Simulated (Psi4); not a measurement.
Two geometries of SMILES O=C(O)[SiH2][GeH3] (CH₆GeO₂Si), relaxed at B3LYP-D3(BJ)/def2-SVP with one dihedral held; other torsions can differ between them too.

Structure A

```
11

O      2.3494    -0.2114    -1.2165
C      1.5943     0.0156    -0.3172
O      1.6852     1.1804     0.4354
Si     0.0481    -1.0397     0.1682
Ge    -1.8575     0.4014     0.0364
H      2.2020     1.0287     1.2410
H      0.2483    -1.4761     1.5827
H     -0.0490    -2.2321    -0.7165
H     -1.8578     1.1454    -1.3135
H     -1.8013     1.4337     1.1789
H     -3.1663    -0.4076     0.1579
```

Structure B

```
11

O      2.7757    -0.6311    -0.2461
C      1.6854    -0.1195    -0.2042
O      1.4855     1.1930    -0.4647
Si     0.0485    -1.0620     0.2333
Ge    -1.8009     0.4519     0.2040
H      2.3561     1.5844    -0.6731
H      0.2606    -1.6732     1.5751
H     -0.0937    -2.1463    -0.7785
H     -1.9544     1.0641    -1.2021
H     -1.5662     1.5871     1.2198
H     -3.1141    -0.2727     0.5711
```

Task: Which is lower in energy at the level B3LYP-D3(BJ)/def2-TZVP // B3LYP-D3(BJ)/def2-SVP in Psi4 1.11, and by how much?

Result: B is lower, by 50.78 kJ/mol (dihedral Si4–C2–O3–H6: 90° in A, 180° in B).

E(B) − E(A) in kJ/mol at the other levels, on the same two geometries: B3LYP/def2-TZVP // B3LYP-D3(BJ)/def2-SVP (Psi4) -51.24; PBE/def2-TZVP // B3LYP-D3(BJ)/def2-SVP (Psi4) -52.42; PBE-D3(BJ)/def2-TZVP // B3LYP-D3(BJ)/def2-SVP (Psi4) -52.16.
